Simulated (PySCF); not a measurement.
## Calculated NMR parameters of CO[P@@]1(=O)OCC[C@H](C)O1

```yaml
Formula: C5H11O4P
SMILES: CO[P@@]1(=O)OCC[C@H](C)O1
InChI: InChI=1S/C5H11O4P/c1-5-3-4-8-10(6,7-2)9-5/h5H,3-4H2,1-2H3/t5-,10-/m0/s1
Point_group_of_the_computed_structure: C1
Carbon_signals: 5
Proton_signals: 7
```

Molfile (atoms numbered from 1):
```
C5H11O4P
     RDKit          3D

 21 21  0  0  0  0  0  0  0  0999 V2000
    2.9786    0.4692    0.8694 C   0  0  0  0  0  0  0  0  0  0  0  0
    1.7073   -0.1542    0.9141 O   0  0  0  0  0  0  0  0  0  0  0  0
    1.1787   -0.8790   -0.4386 P   0  0  1  0  0  5  0  0  0  0  0  0
    2.2107   -1.3587   -1.3357 O   0  0  0  0  0  0  0  0  0  0  0  0
    0.2126   -1.9949    0.1601 O   0  0  0  0  0  0  0  0  0  0  0  0
   -0.9224   -1.5527    0.8913 C   0  0  0  0  0  0  0  0  0  0  0  0
   -1.7674   -0.5896    0.0656 C   0  0  0  0  0  0  0  0  0  0  0  0
   -0.9301    0.6232   -0.3396 C   0  0  2  0  0  0  0  0  0  0  0  0
   -1.7105    1.6084   -1.1987 C   0  0  0  0  0  0  0  0  0  0  0  0
    0.1953    0.1955   -1.1060 O   0  0  0  0  0  0  0  0  0  0  0  0
    3.4444    0.3298    1.8452 H   0  0  0  0  0  0  0  0  0  0  0  0
    3.5922    0.0126    0.0917 H   0  0  0  0  0  0  0  0  0  0  0  0
    2.8643    1.5356    0.6622 H   0  0  0  0  0  0  0  0  0  0  0  0
   -0.5919   -1.0683    1.8163 H   0  0  0  0  0  0  0  0  0  0  0  0
   -1.4824   -2.4591    1.1383 H   0  0  0  0  0  0  0  0  0  0  0  0
   -2.6317   -0.2680    0.6465 H   0  0  0  0  0  0  0  0  0  0  0  0
   -2.1063   -1.0970   -0.8396 H   0  0  0  0  0  0  0  0  0  0  0  0
   -0.5630    1.1229    0.5682 H   0  0  0  0  0  0  0  0  0  0  0  0
   -2.5626    1.9945   -0.6460 H   0  0  0  0  0  0  0  0  0  0  0  0
   -1.0665    2.4340   -1.4881 H   0  0  0  0  0  0  0  0  0  0  0  0
   -2.0584    1.1126   -2.1009 H   0  0  0  0  0  0  0  0  0  0  0  0
  1  2  1  0
  3  2  1  1
  3  4  2  0
  3  5  1  0
  5  6  1  0
  6  7  1  0
  7  8  1  0
  8  9  1  0
  8 10  1  0
 10  3  1  0
  1 11  1  0
  1 12  1  0
  1 13  1  0
  6 14  1  0
  6 15  1  0
  7 16  1  0
  7 17  1  0
  8 18  1  1
  9 19  1  0
  9 20  1  0
  9 21  1  0
M  END
```

Theoretical values (PySCF 2.14): geometry: GFN2-xTB, σ from GIAO-PBE0/pcSseg-1. No solvent model, a single conformation, non-relativistic, fast rotation and ring inversion assumed for equivalent nuclei.

Referencing at the same level of theory: TMS for 1H, 13C; H3PO4 for 31P; H2O for 17O.

| carbon | δC, type | δH (multiplicity) | HMBC from (2–3 bonds) | span of the C tensor (ppm) |
| --- | --- | --- | --- | --- |
| C1 | 54.1, CH3 | 4.05 (m) | – | 85 |
| C6 | 69.4, CH2 | H14 4.50 (m); H15 4.37 (m) | H18, H17, H16 | 70 |
| C7 | 37.7, CH2 | H16 1.21 (m); H17 1.83 (m) | H14, H18, H15, H19/H20/H21 | 19 |
| C8 | 76.1, CH | 4.39 (m) | H14, H15, H17, H19/H20/H21, H16 | 62 |
| C9 | 25.3, CH3 | 1.37 (d) | H18, H17, H16 | 45 |

Other nuclei:
```json
{"atoms": "P3", "nucleus": "31P", "environment": "phosphorus bonded to 4 O, in a 6-membered ring", "δ (ppm)": "-12.2", "σ (ppm)": "330.6"}
{"atoms": "O4", "nucleus": "17O", "environment": "P=O oxygen", "δ (ppm)": "134.8", "σ (ppm)": "201.3"}
{"atoms": "O10", "nucleus": "17O", "environment": "oxygen bonded to C, P, in a 6-membered ring", "δ (ppm)": "127.3", "σ (ppm)": "208.7"}
{"atoms": "O5", "nucleus": "17O", "environment": "oxygen bonded to C, P, in a 6-membered ring", "δ (ppm)": "96.2", "σ (ppm)": "239.9"}
{"atoms": "O2", "nucleus": "17O", "environment": "oxygen bonded to C, P", "δ (ppm)": "67.3", "σ (ppm)": "268.8"}
```

δC 76.1: sp3 CH bonded to O; deshielded by the electronegative neighbour. δC 69.4: sp3 CH2 bonded to O; the inductive effect lowers its shielding. δC 37.7: sp3 CH2 in a ring; aliphatic region, no heteroatom directly attached. δC 25.3: methyl carbon; aliphatic region, no heteroatom directly attached. δH 4.05: hydrogen on a methyl carbon bonded to O; its carbon carries O, hence the downfield position.

Splittings by 31P in the carbon and heteronuclear signals aren't shown, as no couplings were computed. Shifts are as computed. Against solution values, carbons near 30 ppm lie about +3 ppm off and those near 130 ppm about +5 ppm. Of 1211 compounds with measured shifts, 218 miss one by over three times the rms of a fit or turn the order of signals round; such compounds aren't used in these exercises. Experimental scales use liquid or dissolved standards, which lie at an offset from isolated H2O (liquid H2O: subtract about 36 ppm) and H3PO4. No couplings were computed; multiplicities are counted from neighbouring protons, with m where these are inequivalent, close in shift, in a saturated or five-membered ring or joined by F or P, and br s for small geminal =CH2 splittings.
